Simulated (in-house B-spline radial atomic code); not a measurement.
Neutral oxygen is squeezed into an impenetrable sphere of radius R (the orbitals vanish at R). No spin polarisation. Computed with a B-spline radial code for spherical atoms: non-relativistic Hartree-Fock, average of configuration, point nucleus.

Energies in eV above the free atom in [He] 2s2 2p4:

```tsv
R (bohr)	highest level (eV)	[He] 2s2 2p4	[He] 2s1 2p5	-dE/dV in [He] 2s2 2p4 (GPa)
8.57	-16.8	9.168e-05	18.07	0.000217
6.76	-16.8	0.003454	18.07	0.0129
5.24	-16.6	0.06872	18.16	0.421
3.98	-15.9	0.8152	19.1	8.79
3.86	-15.7	1.035	19.37	11.9
3.13	-13.3	4.542	23.43	82.5
2.51	-7.46	16.89	36.86	502
2.12	1.09	40.2	61.14	1750
1.61	27.7	135	155.9	11200
1.32	62.8	287.7	303.3	38900
```

(1) Does [He] 2s1 2p5 fall below [He] 2s2 2p4 under compression?

The highest level is first positive in the row R = 2.12 bohr, pushed up by confinement above the zero of the free ion's potential. Each configuration is held fixed and needn't be the lowest in the sphere.

## Answers

(1) No, it stays above over the whole range.
